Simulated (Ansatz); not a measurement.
Ideal-gas functions of CH3ClFOTa, SMILES `[CH3][Ta](=[O])([F])[Cl]` at 500 K and 1 bar, from an Ansatz frequency run at PBE0-D4/def2-TZVP.

Molar mass 266.43 g/mol, point group C1 (symmetry number 1), electronic degeneracy 1, moments of inertia 161.342, 277.661, 300.836 u Å². Harmonic wavenumbers (cm⁻¹, unscaled): 112, 122, 143, 157, 220, 247, 403, 547, 555, 641, 689, 1028, 1206, 1409, 1414, 3030, 3122, 3123.

Use S(trans) = R[1.5 ln M + 2.5 ln T − 1.1517]; rotational temperatures θ = 24.2544 K / I; S(rot) = R[ln(√π/σ · √(T³/θAθBθC)) + 1.5]; for each mode x = 1.438777 ν̃/T, S = R[x/(eˣ − 1) − ln(1 − e⁻ˣ)] and H = RT x/(eˣ − 1); 1 cm⁻¹ = 0.0119627 kJ/mol; R = 8.31446 J/(mol·K).

Question: By hand: the entropy, in J/(mol·K).

Answer: Translation 189.3. Rotation: θ = 0.1503, 0.0874, 0.0806 K, giving 123.2. Vibration, mode by mode: 17.76, 17.06, 15.76, 14.99, 12.25, 11.33, 7.53, 5.35, 5.25, 4.31, 3.86, 1.79, 1.19, 0.74, 0.73, 0.01, 0.01, 0.01, in all 120.0. Electronic 0.0. Sum 432.5 J/(mol·K).

Question: By hand: H − E and G − E in kJ/mol, counted from the electronic energy.

Answer: Zero-point energy ½ × 18168 × 0.0119627 = 108.7; thermal vibration 29.6; translation, rotation and pV give 4 RT = 16.6. H − E = 154.9 kJ/mol, and G − E = 154.9 − 500 × 432.5/1000 = -61.3 kJ/mol.

Vibration gives 28 % of the entropy, 50.6 J/(mol·K) of it from the modes under 150 cm⁻¹: soft modes count most, and the harmonic formula is weakest for them. The sum counts one conformer and one mirror image; others add a mixing term.
